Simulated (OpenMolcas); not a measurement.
# d6 ions of charge +3 down a group with 6 fluoride ligands in octahedral coordination

| Property | Result |
| --- | --- |
| Program | OpenMolcas 26.06 |
| Method | SS-CASPT2, IPEA 0.25 Eh, imaginary shift 0.1 Eh |
| Spin-orbit coupling | state interaction with AMFI integrals over the reference wave functions |

The d shell is active; CASPT2 correlates the ligand valence shells and the outer metal core. Anionic complexes are neutralised by point charges behind the ligands. Distances were set from a Shannon-type radius of the metal (high-spin where two are listed) plus a fixed donor radius (F 1.31 Å). Ligand basis ANO-RCC-VTZP, DKH2 Hamiltonian. States (labels of O, the rotations of Oh). Energies in cm-1 above the lowest state or level, χT in cm3 K/mol; under a threefold ground state the first gap can be a small split of the lowest multiplet, not the spin-orbit step. Spin-only χT is S(S+1) / 2 for the spin of the ground state.

| Ion | Shell | R (Å) | Metal basis | Outer charge (e at Å behind ligand) | Ground state | First state of that spin | First gap with spin-orbit (degeneracies) | χT at 300 K | First state of another spin | Spin-only χT |
| --- | --- | --- | --- | --- | --- | --- | --- | --- | --- | --- |
| Co3+ | 3d6 | 1.92 | ANO-RCC-VTZP | 0.5 at 2.8 | 5T2 | 5E 12300 | 260 (3, 2) | 4.153 | 1A1 7020 | 3.000 |
| Rh3+ | 4d6 | 1.98 | ANO-RCC-VTZP | 0.5 at 2.4 | 1A1 | 1T1 18470 | 12910 (1, 2) | 0.043 | 2S+1 = 3: 13480 | 0.000 |

The rows also differ in their outer charges, so part of each step comes from that.

Below the highest spin of the shell: Rh3+. χT departs most from the spin-only value for Co3+, by +1.153 cm3 K/mol.

Roots that are degenerate in the reference are averaged as groups; the widest CASPT2 spread within a group is 570 cm-1 (the 2-fold group of multiplicity 1 near 74700 cm-1 above the lowest state of its run, Co3+). Shifts and gaps below about the spread of the groups concerned are not significant. Over all roots computed the reference weight is 0.66 to 0.71 in Co3+, 0.67 to 0.69 in Rh3+; a low but even weight reflects the number of correlated electrons. Ligand-to-metal charge-transfer states are missing. With no ligand orbital active B as a rule stays too high, so bands that hang on it stand too high and its fall with covalency is understated. With one d shell and no ligand orbital active, 10Dq can be off by a tenth or more. An orbital triplet at a regular site is open to Jahn-Teller coupling, which can distort the site and quench the lowest spin-orbit gaps and is left out (holds for Co3+). This shell can be high or low spin here, a state of another spin lies low, and with metal d orbitals alone active their balance is uncertain, so the ground spin may be wrong (holds for Co3+). A single d shell leaves out the double-shell effect, which counts most for late 3d ions, where the CASPT2 field can be off either way by tens of per cent (holds for Co3+). These CASPT2 states fit no ligand-field parameters well, so their order and spin gaps are uncertain (holds for Co3+). Free-ion shares, where given, are those of the reference states; single-state CASPT2 does not remix them (holds for Co3+). The least metal-like active orbital is 76 % on the metal (Löwdin) and no ligand orbital is active, so the numbers are rough (holds for Rh3+). No measured value stands beside these numbers; the geometry is a model, was not optimised and need not be the one that this ion takes.

A state without a sure symmetry label is named by its multiplicity alone.
